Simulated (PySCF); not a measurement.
# Correlation energy of F+ (fluorine, charge +1)

[He] 2s1 2p4 3s1, high-spin 5P determinant (an excited configuration). Computed with PySCF 2.14 in aug-cc-pV5Z (7s6p5d4f3g2h, 127 functions), with the non-relativistic Hamiltonian (point nucleus). Frozen: 1s2; 6 electrons correlated.

MP2 pair energies summed by pair of shells (mhartree):

```json
{"pair": "2p-2p", "energy": "-93.50", "share (%)": "74.8"}
{"pair": "2s-2p", "energy": "-17.44", "share (%)": "13.9"}
{"pair": "2p-3s", "energy": "-13.69", "share (%)": "11.0"}
{"pair": "2s-3s", "energy": "-0.41", "share (%)": "0.3"}
```

Total MP2 correlation energy: -125.04 mhartree.

Same-spin part -37.95 and opposite-spin part -87.09 mhartree; SCS-MP2 scales them by 1/3 and 6/5 to -117.16 mhartree.
